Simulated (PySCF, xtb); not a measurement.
Si(H)2(Me)(NHMe) (C2H9NSi), SMILES [SiH2](NC)C.

GFN2-xTB run with xtb at its own geometry gives an orbital gap of 5.66 eV and a dipole moment of 0.96 D.

The structure is a stationary point at B3LYP-D3(BJ)/def2-SVP. One conformer was computed; it need not be the lowest.

Q: What does PBE/def2-TZVP (PySCF) give? (An estimate is asked for; the answer gives what the named calculation found.)

A: gap 5.29 eV (levels -5.25 and 0.04 eV), dipole 0.90 D.
